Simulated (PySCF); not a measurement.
## Adding and removing an electron: NiCl

PBE; Ni def2-TZVPPD, Cl def2-TZVPPD; no relativity (PySCF 2.14). Neutral (UKS): doublet (π ↑), Re = 2.047 Å, ωe = 420 cm⁻¹, HOMO -4.87 eV, LUMO -4.80 eV.

NiCl⁻ (UKS): triplet (σ ↑, π ↑), Re = 2.190 Å, ωe = 297 cm⁻¹. The energies at the minima are -1968.14538 hartree for NiCl and -1968.19356 for NiCl⁻.

Task: Work out the adiabatic electron affinity, without and with harmonic zero-point energies (1 hartree = 27.2114 eV, 1 eV = 8065.5 cm⁻¹), and the change of the bond length.

Result: At PBE: 0.04818 hartree = 1.311 eV between the minima; the zero-point term (420.0 − 297.0)/2 cm⁻¹ = +0.008 eV makes it 1.319 eV. Re changes by +14.3 pm against the neutral. The electron enters a σ orbital; in so polar a molecule the change of length follows mostly from the change of the ionic charges.

De is left out where the level can put another filling of the metal’s s and d shells below the measured ground configuration, by anything from nothing to about 1 eV. The highest Kohn–Sham level is positive in this anion. Much of that is self-interaction error, but it also means that the finite basis helps to hold the extra electron. With d or f electrons several states lie close, and the lowest PBE0 determinant need not be the measured ground state.
